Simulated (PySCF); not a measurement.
What settings do to a single point of Pb3

The sound run of Pb3 (triplet) uses PySCF 2.14.0, UKS r2SCAN, Pb def2-SVP with ECP60; non-relativistic Hamiltonian with scalar-relativistic core potentials where named; density fitting; no spin-orbit coupling, grid (50, 194), threshold 1e-8 Eh and 55 cycles, at the relaxed geometry:

```xyz
3

Pb    1.7337    0.0000    0.0000
Pb   -0.8668    1.5015    0.0000
Pb   -0.8669   -1.5014    0.0000
```

There Pb1 has a Mulliken charge of 0.00 e and the dipole about the centre of mass is 0.00 D. Each run below changes one thing and starts from free metal ions and neutral atoms unless it says otherwise; with 55 cycles, smearing, a level shift and second-order steps follow where DIIS fails, and their cycles count. Energy shifts count from the sound run.

```csv
change,outcome,cycles,energy shift (eV),largest force component (eV/Å),charge on Pb1 (e),dipole about the centre of mass (D)
start from a density of up to 30 smeared cycles (not counted),converged,8,0.0000,0.00,0.00,0.00
threshold 1e-06,converged,7,0.0000,0.00,0.00,0.00
"charge changed by +1, spin kept, limit 77 cycles",refused,–,–,–,–,–
```

Task: One further run converged with energy shift (eV) 5254.97, largest force component (eV/Å) 20787.92, charge on Pb1 (e) -0.18, dipole about the centre of mass (D) 3.96. Which change was it?
A. all coordinates × 1.05
B. grid (99, 590)
C. Pb3 put 0.5 Å from Pb1, limit 91 cycles

Result: C.

Task: And the other changes listed?

Result: 
| change | outcome | cycles | energy shift (eV) | largest force component (eV/Å) | charge on Pb1 (e) | dipole about the centre of mass (D) |
| --- | --- | --- | --- | --- | --- | --- |
| all coordinates × 1.05 | converged | 8 | 0.13 | 0.95 | 0.00 | 0.00 |
| grid (99, 590) | converged | 8 | 0.0716 | 0.02 | 0.00 | 0.00 |

Unsound on purpose, so not properties of the compound: Pb3 put 0.5 Å from Pb1, limit 91 cycles.

Started from ions, an open shell can land on another state than the sound run's, and that then enters the shifts.

Forces carry noise of the integration grid, about 0.01 to 0.03 eV/Å.

No frequency check is given that shows the relaxed geometry to be a minimum. Open shells may have lower solutions than the one found.
